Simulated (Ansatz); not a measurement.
H5NO3Sn (SMILES [NH2][Sn]([OH])([OH])[OH]), singlet, at a GFN2-xTB geometry (such geometries of metal compounds can be far from the true shape) (all electrons, no relativity); CASSCF(4,4)/STO-3G (Ansatz, a first-principles code).

Input for Ansatz:
Ansatz 0.2 input:
```yaml
crystal:
  periodic: [false, false, false]
  atoms:
    - {symbol: N, position_ang: [1.71696081, -0.76857815, -0.68328497]}
    - {symbol: Sn, position_ang: [0.01926807, 0.00122497, -0.00598543]}
    - {symbol: O, position_ang: [0.19731016, 1.67141482, 0.91119406]}
    - {symbol: O, position_ang: [-1.16525579, 0.20391052, -1.49966934]}
    - {symbol: O, position_ang: [-0.82467337, -1.12324655, 1.29705293]}
    - {symbol: H, position_ang: [1.68160240, -0.86412115, -1.69329063]}
    - {symbol: H, position_ang: [2.50058537, -0.15581950, -0.48151991]}
    - {symbol: H, position_ang: [-0.06170102, 1.63077248, 1.83273959]}
    - {symbol: H, position_ang: [-1.93493151, 0.74773139, -1.33029325]}
    - {symbol: H, position_ang: [-0.82673225, -2.05639476, 1.08600921]}
basis:
  gaussian:
    orbitals: STO-3G
hamiltonian:
  xc: hf
magnetization: {spin_polarized: false}
correlation: {active_space: {window: {electrons: 4, orbitals: 4}}}
```

Output, abridged:

```
Functional definition: HF
726 factors; integrals over basis functions are off by at most 3.7e-5 eV
mean field evaluation 1: about -169835.7789 eV, gradient 3.2e1 eV
mean field evaluation 2: about -169835.9007 eV, gradient 3.3e1 eV
mean field evaluation 4: about -169839.8384 eV, gradient 1.3e0 eV
mean field evaluation 8: about -169839.8434 eV, gradient 1.2e-3 eV
mean field -169839.84343793 eV, -6241.4991247633 hartree, gradient 1.4e-6 eV, S^2 0.000000; 0 other end points of the search recorded, 0 dependent functions left out
reference -169839.84343793 eV, -6241.4991247633 hartree; 43, 43 occupied and 9, 9 virtual orbitals, 726 factors
state -169840.96986467 eV, -6241.5405201824 hartree
2 active orbitals were swapped for others, from the solution at -169840.58278288 eV, -6241.5262951891 hartree to that at -169840.96986467 eV, -6241.5405201824 hartree; typed "places" are swapped only where nearly empty or full, and so, without "given_window_search", are "orbital_numbers", "shells" and a window whose orbitals a file names under [Active]
Total energy: -169840.96986467 eV, -6241.5405201824 hartree
```
